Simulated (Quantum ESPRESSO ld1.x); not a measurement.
The silicon ion Si3+, 11 electrons, occupied as [Ne] 7d1 (not the ground configuration). Method: Dirac Kohn-Sham, BLYP, spin-unpolarised, spherical densities, point nucleus; open shells fill j = l - 1/2 first; computed with ld1.x of Quantum ESPRESSO 7.5.

Unscreened Slater integrals over Kohn-Sham orbitals (cm^-1). Large and small components are both included. Empty in this configuration: 7d5/2.

\begin{tabular}{lr}
integral & value \\ \hline
F0(7d5/2,7d5/2) & 12241 \\
F2(7d5/2,7d5/2) & 6505.1 \\
F4(7d5/2,7d5/2) & 4665.6 \\
F0(7d5/2,7d3/2) & 12241 \\
F2(7d5/2,7d3/2) & 6505.6 \\
G2(7d5/2,7d3/2) & 6505.6 \\
G4(7d5/2,7d3/2) & 4666.1 \\
F0(7d5/2,2p3/2) & 19454 \\
F2(7d5/2,2p3/2) & 1045.2 \\
G1(7d5/2,2p3/2) & 830.25 \\
G3(7d5/2,2p3/2) & 476.98 \\
F0(7d5/2,2p1/2) & 19455 \\
G3(7d5/2,2p1/2) & 473.36 \\
F0(7d5/2,2s1/2) & 19450 \\
G2(7d5/2,2s1/2) & 669.33 \\
F0(7d3/2,7d3/2) & 12240 \\
F2(7d3/2,7d3/2) & 6506.1 \\
F0(7d3/2,2p3/2) & 19450 \\
F2(7d3/2,2p3/2) & 1045.1 \\
G1(7d3/2,2p3/2) & 829.70 \\
G3(7d3/2,2p3/2) & 476.66 \\
F0(7d3/2,2p1/2) & 19451 \\
G1(7d3/2,2p1/2) & 824.46 \\
F0(7d3/2,2s1/2) & 19446 \\
G2(7d3/2,2s1/2) & 669.16 \\
F0(2p3/2,2p3/2) & 379430 \\
F2(2p3/2,2p3/2) & 174260 \\
F0(2p3/2,2p1/2) & 380210 \\
G2(2p3/2,2p1/2) & 174360 \\
F0(2p3/2,2s1/2) & 363180 \\
G1(2p3/2,2s1/2) & 216600 \\
F0(2p1/2,2p1/2) & 381000 \\
F0(2p1/2,2s1/2) & 363830 \\
G1(2p1/2,2s1/2) & 216610 \\
F0(2s1/2,2s1/2) & 352640 \\
\end{tabular}
